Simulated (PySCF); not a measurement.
A geometry optimisation, step by step.

C₂H₁₀AlBi.
SMILES with atom numbers: `[CH3:1][AlH2-:2][BiH2+:3][CH3:4]` (hydrogens: H5, H6, H7 on C1; H8, H9 on Al2; H10, H11 on Bi3; H12, H13, H14 on C4)

Computed by this run: PBE0-D3(BJ)/def2-SVP geometry optimisation, gas phase, def2 core potentials past Kr (PySCF 2.14.0); density fitting, grid level 1; the optimiser is geomeTRIC in internal coordinates, started from a GFN2-xTB structure with every atom displaced at random (about 0.01 Å). 10 of its 12 geometries are shown. The frame can shift and turn from step to step; on so coarse a grid that alone can change the energy by a few meV, and forces under 0.02 eV/Å are noise.

Step 0: E = -14663.7313 eV, largest atomic force 2.412 eV/Å
```
atom  x, y, z in Å  |  force x, y, z in eV/Å
C1     -1.950    0.774    0.275   -1.056   0.693  -0.696
Al2    -1.771   -1.185    0.242   -0.127   0.062   0.003
Bi3     0.932   -0.956    0.740    1.357   0.403   0.432
C4      2.048    0.805   -0.178   -2.280   0.619   0.485
H5     -1.620    1.261    1.190    0.210   0.033   0.559
H6     -3.015    1.137    0.151    0.652  -0.450   0.074
H7     -1.407    1.288   -0.544   -0.002  -0.243   0.018
H8     -1.439   -1.974   -1.072   -0.234  -0.130  -0.535
H9     -1.981   -2.083    1.519   -0.275  -0.095   0.305
H10     1.282   -0.403    2.407   -0.123   0.013  -0.004
H11     2.407   -1.959    0.794   -0.147  -0.170  -0.115
H12     2.975    0.957    0.313    1.198   0.138   0.605
H13     1.380    1.701   -0.064    0.521  -0.585   0.042
H14     2.153    0.622   -1.222    0.307  -0.289  -1.172
```

Step 1: E = -14663.9657 eV, largest atomic force 0.630 eV/Å
```
atom  x, y, z in Å  |  force x, y, z in eV/Å
C1     -2.055    0.784    0.260   -0.071   0.124   0.061
Al2    -1.767   -1.170    0.247    0.090  -0.089  -0.081
Bi3     1.028   -0.925    0.778    0.525   0.238   0.254
C4      2.113    0.819   -0.176   -0.091  -0.030  -0.043
H5     -1.745    1.283    1.195   -0.011  -0.099  -0.001
H6     -3.133    0.995    0.150   -0.073   0.007  -0.002
H7     -1.559    1.312   -0.571    0.038  -0.076  -0.052
H8     -1.498   -1.934   -1.132   -0.182   0.008  -0.064
H9     -2.001   -2.058    1.555   -0.148   0.029   0.009
H10     1.385   -0.386    2.446   -0.054  -0.002  -0.022
H11     2.430   -2.025    0.788   -0.053  -0.053  -0.088
H12     3.087    0.960    0.311   -0.057  -0.024  -0.094
H13     1.486    1.711   -0.045   -0.007   0.007   0.066
H14     2.222    0.622   -1.252    0.094  -0.040   0.056
```

Step 2: E = -14664.0065 eV, largest atomic force 0.219 eV/Å
```
atom  x, y, z in Å  |  force x, y, z in eV/Å
C1     -2.080    0.782    0.259   -0.059   0.077   0.025
Al2    -1.777   -1.167    0.242    0.057  -0.093  -0.078
Bi3     1.083   -0.916    0.807    0.135   0.079   0.154
C4      2.134    0.817   -0.177   -0.048   0.028  -0.035
H5     -1.774    1.270    1.200    0.002  -0.024   0.006
H6     -3.161    0.990    0.147    0.019  -0.023  -0.001
H7     -1.578    1.303   -0.573    0.013  -0.032  -0.004
H8     -1.561   -1.916   -1.156   -0.081   0.005  -0.010
H9     -2.061   -2.056    1.541   -0.067   0.026   0.002
H10     1.436   -0.375    2.471   -0.012   0.008   0.001
H11     2.475   -2.026    0.793   -0.025  -0.037  -0.060
H12     3.114    0.970    0.291    0.017   0.010  -0.028
H13     1.502    1.706   -0.043    0.016  -0.008   0.016
H14     2.241    0.604   -1.248    0.035  -0.017   0.012
```

Step 4: E = -14664.0189 eV, largest atomic force 0.078 eV/Å
```
atom  x, y, z in Å  |  force x, y, z in eV/Å
C1     -2.097    0.778    0.269    0.031  -0.006  -0.001
Al2    -1.789   -1.171    0.229   -0.007  -0.036  -0.013
Bi3     1.113   -0.893    0.843   -0.062   0.012   0.045
C4      2.161    0.817   -0.184    0.025   0.013  -0.009
H5     -1.801    1.248    1.221   -0.003   0.004   0.000
H6     -3.176    0.978    0.144   -0.003  -0.002  -0.005
H7     -1.581    1.304   -0.552   -0.003   0.015   0.006
H8     -1.612   -1.910   -1.179    0.006   0.005   0.000
H9     -2.132   -2.055    1.518    0.006   0.002   0.004
H10     1.479   -0.344    2.499    0.022  -0.003   0.002
H11     2.486   -2.027    0.790   -0.006  -0.015  -0.013
H12     3.149    0.975    0.264   -0.001   0.002   0.001
H13     1.536    1.711   -0.058    0.004   0.004  -0.012
H14     2.259    0.575   -1.250   -0.008   0.004  -0.004
```

Step 5: E = -14664.0204 eV, largest atomic force 0.066 eV/Å
```
atom  x, y, z in Å  |  force x, y, z in eV/Å
C1     -2.092    0.778    0.273    0.012  -0.018  -0.014
Al2    -1.791   -1.172    0.225    0.002  -0.004   0.013
Bi3     1.109   -0.883    0.858   -0.064   0.002   0.016
C4      2.160    0.814   -0.188    0.021   0.008  -0.007
H5     -1.806    1.242    1.232   -0.007   0.002   0.005
H6     -3.171    0.978    0.139    0.003   0.010  -0.002
H7     -1.569    1.312   -0.537   -0.004   0.006   0.004
H8     -1.610   -1.906   -1.185    0.015   0.003  -0.002
H9     -2.148   -2.057    1.509    0.009   0.000  -0.003
H10     1.495   -0.333    2.510    0.025  -0.005   0.001
H11     2.470   -2.030    0.787   -0.003  -0.006  -0.002
H12     3.153    0.970    0.251   -0.007  -0.001  -0.001
H13     1.543    1.714   -0.069    0.002  -0.001  -0.007
H14     2.249    0.560   -1.252   -0.004   0.006  -0.001
```

Step 6: E = -14664.0218 eV, largest atomic force 0.042 eV/Å
```
atom  x, y, z in Å  |  force x, y, z in eV/Å
C1     -2.087    0.781    0.279   -0.023  -0.016  -0.016
Al2    -1.790   -1.171    0.223    0.017   0.028   0.027
Bi3     1.099   -0.870    0.878   -0.037  -0.011  -0.003
C4      2.156    0.808   -0.194    0.008   0.004  -0.010
H5     -1.818    1.236    1.246   -0.006  -0.003   0.006
H6     -3.163    0.981    0.128    0.004   0.016   0.001
H7     -1.552    1.324   -0.518    0.003  -0.005  -0.001
H8     -1.591   -1.897   -1.189    0.016  -0.002  -0.002
H9     -2.160   -2.059    1.501    0.003  -0.004  -0.006
H10     1.522   -0.325    2.522    0.018  -0.005  -0.001
H11     2.444   -2.036    0.782   -0.001  -0.001   0.004
H12     3.154    0.959    0.233   -0.006  -0.002  -0.004
H13     1.548    1.715   -0.081    0.001  -0.002   0.002
H14     2.230    0.541   -1.257    0.004   0.004   0.003
```

Step 7: E = -14664.0229 eV, largest atomic force 0.052 eV/Å
```
atom  x, y, z in Å  |  force x, y, z in eV/Å
C1     -2.089    0.785    0.283   -0.045  -0.007  -0.011
Al2    -1.786   -1.166    0.224    0.018   0.041   0.026
Bi3     1.092   -0.862    0.895   -0.002  -0.010  -0.013
C4      2.153    0.801   -0.200   -0.007  -0.002  -0.008
H5     -1.840    1.235    1.258   -0.002  -0.005   0.004
H6     -3.163    0.985    0.114    0.005   0.011   0.000
H7     -1.542    1.335   -0.500    0.009  -0.011  -0.002
H8     -1.564   -1.885   -1.187    0.013  -0.005   0.000
H9     -2.167   -2.060    1.495   -0.002  -0.008  -0.007
H10     1.553   -0.323    2.530    0.009  -0.002  -0.001
H11     2.421   -2.044    0.775   -0.003   0.001   0.004
H12     3.157    0.945    0.216   -0.001  -0.002  -0.003
H13     1.555    1.715   -0.088    0.000  -0.002   0.007
H14     2.213    0.526   -1.261    0.007   0.001   0.002
```

Step 9: E = -14664.0247 eV, largest atomic force 0.055 eV/Å
```
atom  x, y, z in Å  |  force x, y, z in eV/Å
C1     -2.126    0.801    0.292   -0.031   0.014   0.004
Al2    -1.774   -1.140    0.240   -0.013   0.028   0.008
Bi3     1.087   -0.844    0.930    0.053   0.005  -0.012
C4      2.161    0.777   -0.215   -0.015  -0.008   0.002
H5     -1.940    1.246    1.284    0.006  -0.002  -0.004
H6     -3.191    0.990    0.064    0.002  -0.011  -0.005
H7     -1.544    1.367   -0.454    0.010  -0.005   0.002
H8     -1.473   -1.844   -1.166    0.002  -0.006   0.003
H9     -2.183   -2.054    1.487   -0.003  -0.011  -0.004
H10     1.656   -0.332    2.541   -0.011   0.003   0.003
H11     2.363   -2.075    0.747   -0.007  -0.005  -0.002
H12     3.181    0.895    0.169    0.005   0.000   0.000
H13     1.595    1.709   -0.094    0.001   0.001   0.006
H14     2.181    0.490   -1.274    0.001  -0.003  -0.001
```

Step 10: E = -14664.0251 eV, largest atomic force 0.037 eV/Å
```
atom  x, y, z in Å  |  force x, y, z in eV/Å
C1     -2.151    0.807    0.294   -0.001   0.010   0.006
Al2    -1.773   -1.129    0.249   -0.019   0.008  -0.001
Bi3     1.093   -0.838    0.936    0.036   0.009  -0.002
C4      2.175    0.770   -0.218   -0.004  -0.004   0.002
H5     -1.985    1.253    1.289    0.001   0.001  -0.004
H6     -3.213    0.984    0.047   -0.001  -0.011  -0.005
H7     -1.559    1.377   -0.442    0.002   0.001   0.003
H8     -1.447   -1.830   -1.154   -0.002  -0.003   0.002
H9     -2.187   -2.051    1.488    0.003  -0.006  -0.002
H10     1.689   -0.337    2.540   -0.011   0.001   0.002
H11     2.348   -2.087    0.734   -0.006  -0.005  -0.002
H12     3.200    0.875    0.157    0.003  -0.001   0.000
H13     1.621    1.709   -0.091    0.001   0.002   0.002
H14     2.183    0.483   -1.278   -0.003   0.000  -0.001
```

Step 11: E = -14664.0253 eV, largest atomic force under 0.02 eV/Å
```
atom  x, y, z in Å  |  force x, y, z in eV/Å
C1     -2.167    0.808    0.295    0.013   0.002   0.006
Al2    -1.775   -1.124    0.254   -0.012  -0.002  -0.005
Bi3     1.098   -0.834    0.935    0.012   0.009   0.001
C4      2.188    0.768   -0.219    0.003  -0.001   0.001
H5     -2.009    1.258    1.289   -0.004   0.002  -0.002
H6     -3.229    0.975    0.040   -0.002  -0.006  -0.004
H7     -1.575    1.380   -0.439   -0.002   0.002   0.001
H8     -1.442   -1.826   -1.147   -0.003  -0.001   0.000
H9     -2.186   -2.051    1.491    0.006  -0.002   0.001
H10     1.698   -0.339    2.539   -0.006   0.000   0.004
H11     2.342   -2.092    0.728   -0.003  -0.004   0.000
H12     3.215    0.866    0.154    0.001  -0.001  -0.001
H13     1.642    1.711   -0.088    0.001   0.001   0.000
H14     2.192    0.484   -1.279   -0.004   0.001  -0.001
```

Problem. Summarise the path.

Solution. The energy falls by 0.2939 eV from step 0 to step 11; nine tenths of that is first reached at step 2. It falls at every step. The largest force goes from 2.412 to under 0.02 eV/Å. Among the bonds Al2–Bi3 changes most, from 2.758 to 2.966 Å; the atoms move by 0.255 Å rms after alignment.

Problem. Follow the three bonds and two angles with the largest change from start to end.

Solution. 
```
step  E above end (eV)  largest force (eV/Å)  Al2–Bi3 (Å)  C4–H12 (Å)  Al2–H8 (Å)  Al2–Bi3–H11 (°)  Al2–Bi3–H10 (°)
   0            0.2939                 2.412        2.758       1.060       1.568            140.2            112.7
   1            0.0596                 0.630        2.855       1.099       1.599            135.9            113.2
   2            0.0188                 0.219        2.926       1.096       1.601            135.2            113.6
   3            0.0081                 0.107        2.971       1.096       1.601            134.0            114.2
   4            0.0064                 0.078        2.980       1.097       1.600            133.3            114.8
   5            0.0048                 0.066        2.983       1.097       1.600            132.2            115.9
   6            0.0034                 0.042        2.978       1.097       1.600            130.8            117.7
   7            0.0024                 0.052        2.971       1.097       1.600            129.7            119.2
   8            0.0012                 0.052        2.962       1.096       1.601            128.2            121.5
   9            0.0005                 0.055        2.958       1.096       1.601            126.8            123.2
  10            0.0002                 0.037        2.961       1.096       1.602            125.9            124.0
  11            0.0000            under 0.02        2.966       1.096       1.602            125.5            124.1
```

The cost below is that of the whole optimisation. On one thread of an Arm Neoverse V1, shared host with 32 logical CPUs at a one-minute load of 15, this took 88 s and 0.52 GiB of memory at its peak.
